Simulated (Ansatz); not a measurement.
Species: sum formula BNH2Cl2 (charge 0, singlet). SMILES: NB(Cl)Cl
Structure (B3LYP-D3(BJ)/def2-TZVP (Ansatz, a program for electronic structure) minimum search):
```
B
N 1 1.3854
H 2 1.0060 1 122.42
H 2 1.0060 3 115.17 1 180.00
Cl 1 1.7704 2 120.26 3 0.00
Cl 1 1.7704 2 120.26 3 180.00
```
Charge 0, spin multiplicity 1.

Wanted: vertical ionisation energy (to the doublet state of charge +1; each state is the SCF solution reached for its spin), in eV. Cores are frozen in the correlated levels unless marked. Open shells are spin-unrestricted. No spin-orbit coupling. Non-relativistic. CBS(X,Y): correlation extrapolated as X^-3; Hartree-Fock from the larger set. [CCSD(T)-MP2]/basis is that difference in the basis named.

```tsv
level	program	vertical ionisation energy (eV)
SVWN5/def2-TZVPD	Ansatz	10.62
PBE/def2-TZVPD	Ansatz	10.42
r2SCAN/def2-TZVPD	Ansatz	10.58
B3LYP/def2-TZVPD	Ansatz	10.75
PBE0/def2-TZVPD	Ansatz	10.77
BHLYP/def2-TZVPD	Ansatz	[?]
CAM-B3LYP/def2-TZVPD	Ansatz	11.00
wB97M-V/def2-TZVPD	Ansatz	[?]
B2PLYP/def2-TZVPD	Ansatz	10.91
SCS-MP2/aug-cc-pV(D+d)Z	Ansatz	11.15
SCS-MP2/aug-cc-pV(T+d)Z	Ansatz	11.30
CCSD/aug-cc-pV(T+d)Z	Ansatz	11.05
RI-MP2/CBS(aug-cc-pV(T+d)Z,aug-cc-pV(Q+d)Z)+[CCSD(T)-MP2]/aug-cc-pV(T+d)Z	Ansatz	11.19
```

Problem. Complete the blanks.

Solution. 
- BHLYP/def2-TZVPD, vertical ionisation energy (eV): 10.86
- wB97M-V/def2-TZVPD, vertical ionisation energy (eV): 11.02
